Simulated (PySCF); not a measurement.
Species: C₆H₅NO.
Bonds: C1–O2, O2–C3, C3–C4 (double), C4–C5 (double), C5–C6 (double), C6–C7, C7–N8 (triple). Hydrogens: H9, H10, H11 on C1; H12 on C3; H13 on C6.

Level of theory: PBE0-D3(BJ)/def2-SVP geometry optimisation, gas phase in PySCF.

(1) Give the optimised bond lengths and angles.

Results:

(1) 
```tsv
bond	length (pm)
C1–O2	141.4
O2–C3	132.4
C3=C4	133.5
C4=C5	126.3
C5=C6	133.4
C6–C7	142.1
C7≡N8	116.2
C1–H9, C1–H10, C1–H11	110.0
C3–H12	109.5
C6–H13	109.6
```

Bonds in one row agree within 1 pm and their mean is given. A selection of angles:
```tsv
angle	degrees
O2–C1–H9	106.6
O2–C1–H10	110.6
H9–C1–H10	110.1
C1–O2–C3	117.2
O2–C3–C4	126.1
O2–C3–H12	112.3
C4–C3–H12	121.6
C3–C4–C5	178.9
C4–C5–C6	179.5
C5–C6–C7	122.0
C5–C6–H13	120.3
C7–C6–H13	117.6
C6–C7–N8	179.4
```

Dihedral angles: C1–O2–C3–C4 0° (synperiplanar).

The C–C distances run from 1.263 Å (C4=C5, drawn double) to 1.421 Å (C6–C7, drawn single), a spread of 0.158 Å. The C–O distances run from 1.324 Å (O2–C3, drawn single) to 1.414 Å (C1–O2, drawn single), a spread of 0.090 Å. Of the pairs four or more bonds apart, C4···H11 is among the closest relative to their van der Waals radii: 2.74 Å, 95 % of the sum of Bondi's values. The 8 heavy atoms lie in one plane (0.000 Å rms).

Point group: Cs (every atom within 0.08 Å of its image). Not checked by PBE0-D3(BJ)/def2-SVP frequencies. The numbers are those of one conformer.
